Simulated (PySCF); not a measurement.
**Ne⁺ (neon, charge +1) across methods**

[He] 2s2 2p4 3s1, high-spin 4P determinant (an excited configuration). Calculation: PySCF 2.14, in aug-cc-pwCVDZ; the non-relativistic Hamiltonian (point nucleus).

```tsv
method	E (hartree)	mean ε 2p α (eV)	mean ε 2p β (eV)	mean ε 3s α (eV)	Σ⟨r²⟩ (bohr²)	⟨S²⟩
PBE	-127.0079	-45.974	-41.535	-10.319	13.40	3.751
PW91	-127.0807	-46.105	-41.682	-10.370	13.39	3.751
M06-2X	-127.0836	-52.559	-47.676	-12.221	13.48	3.752
LDA	-126.3448	-46.120	-41.214	-10.361	13.42	3.751
TPSS	-127.1292	-46.258	-42.178	-10.298	13.41	3.751
r2SCAN	-127.0689	-47.238	-42.396	-10.507	13.41	3.752
PBE0	-127.0218	-49.474	-44.680	-11.131	13.40	3.751
wB97M-V	-127.0998	-51.723	-47.204	-13.130	13.42	3.751
UHF	-126.80360	-59.123	-52.866	-13.108	13.41	3.753
```

The outer electron is Rydberg-like, and this basis confines it to a smaller radius and binds it less than a complete one would.
